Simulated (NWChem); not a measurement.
System: CH4SZn; SMILES [CH3][Zn][SH]

```xyz
7

Zn     0.0141    -0.3335     0.0000
C      0.0049    -2.2719     0.0000
H     -0.4976    -2.6672    -0.8967
H     -0.5177    -2.6671     0.8852
H      1.0333    -2.6666     0.0116
S      0.0518     1.8561     0.0000
H     -1.2984     1.9395     0.0000
```
Atoms are numbered in this order, from 1.

Computed with NWChem. Structure relaxed at the PBE0/def2-SVP level.

Problem. Taking PBE0/pcseg-2 as the yardstick, which of these has the fewest basis functions while keeping “dipole (D)” within 0.05 D of it: PBE0/def2-SVP; PBE0/STO-3G; PBE0/pcseg-1; PBE0/aug-pcseg-1?

Solution. PBE0/def2-SVP (a larger set in the list lies outside the tolerance).
| level | basis functions | dipole (D) |
|---|---|---|
| PBE0/STO-3G | 36 | 0.71 |
| PBE0/pcseg-1 | 83 | 2.26 |
| PBE0/def2-SVP | 83 | 1.97 |
| PBE0/aug-pcseg-1 | 133 | 1.88 |
| PBE0/pcseg-2 | 176 | 2.01 |

The yardstick is one finite set, not the basis-set limit.
